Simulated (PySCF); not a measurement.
C3H5BF2Si.
SMILES: `CC#C[SiH2]B(F)F`

Theory: TDDFT CAM-B3LYP/def2-SVPD, vertical, gas phase, core orbitals frozen in the response (PySCF 2.14.0, density-fitted response routines). One conformer (not necessarily the lowest) at the PBE0-D3(BJ)/def2-SVP geometry, without solvent, vibrations or thermal averaging. Torsions of this conformer, `[CH3:1][C:2]#[C:3][SiH2:4][B:5]([F:6])[F:7]`: C3–Si4–B5–F6 56°.

```
state  E (eV)  ν̃ (cm⁻¹)       f  |μ| (D)     main configurations (H = HOMO, L = LUMO)
   S1    5.70      46010   0.011     0.70          H→L (42%), H-1→L (19%), H→L+2 (15%)
   S2    5.89      47480   0.021     0.97        H→L (30%), H-1→L (23%), H-1→L+2 (18%)
   S3    6.00      48370  0.0010     0.21                     H→L+2 (59%), H-1→L (19%)
   S4    6.41      51660   0.041     1.30        H-1→L+2 (23%), H→L+3 (20%), H→L (15%)
   S5    6.77      54590  0.0080     0.56    H-1→L+3 (36%), H-1→L (33%), H-1→L+4 (14%)
   S6    7.15      57640   0.011     0.63                     H→L+1 (66%), H-2→L (16%)
   S7    7.35      59320  0.0058     0.46                 H-1→L+1 (66%), H-1→L+4 (11%)
   S8    7.47      60260  0.0097     0.59                     H-2→L (59%), H→L+1 (15%)
   S9    7.90      63720   0.033     1.06                     H→L+3 (38%), H→L+4 (34%)
  S10    8.09      65260   0.276     3.00  H-1→L+3 (21%), H-1→L+2 (17%), H-1→L+4 (13%)
```

Triplets, Tamm–Dancoff:

```tsv
state	E (eV)	λ (nm)	main configurations (H = HOMO, L = LUMO)
T1	4.76	260.6	H→L (43%), H→L+3 (14%), H-1→L+2 (14%)
T2	5.08	243.9	H-1→L+2 (42%), H→L (22%), H-2→L (14%)
T3	5.27	235.4	H→L+2 (39%), H-1→L (21%), H-1→L+3 (15%)
T4	5.48	226.4	H-2→L (26%), H→L+3 (23%), H-1→L+2 (18%)
```

The lowest singlet comes at 217 nm (550 kJ/mol) in the ultraviolet; it is weak; its leading configuration is HOMO→LUMO (42%). The strongest level in the table is S10 at 8.09 eV (153 nm, f = 0.276). It is the last of those listed, so stronger ones may follow. Löwdin shares by element: HOMO carbon 73%, silicon 9% (atoms not listed hold the other 18%); LUMO boron 34%, fluorine 24%, silicon 22% (atoms not listed hold the other 20%). The oscillator strengths of these states sum to 0.417; summed over the whole spectrum of an exact calculation they would give the number of electrons, 60 (Thomas–Reiche–Kuhn). The listed states span 2.39 eV, and the widest gap between neighbours is 0.43 eV (S8 to S9). Orbital energies (eV): HOMO-3 -11.57, HOMO-2 -10.88, HOMO-1 -9.19, HOMO -9.05, LUMO -0.01, LUMO+1 0.94, LUMO+2 1.11. All these states lie below the vertical ionisation energy of 9.88 eV (ΔSCF). Only the lowest 10 singlets were computed, as vertical energies without vibronic structure.
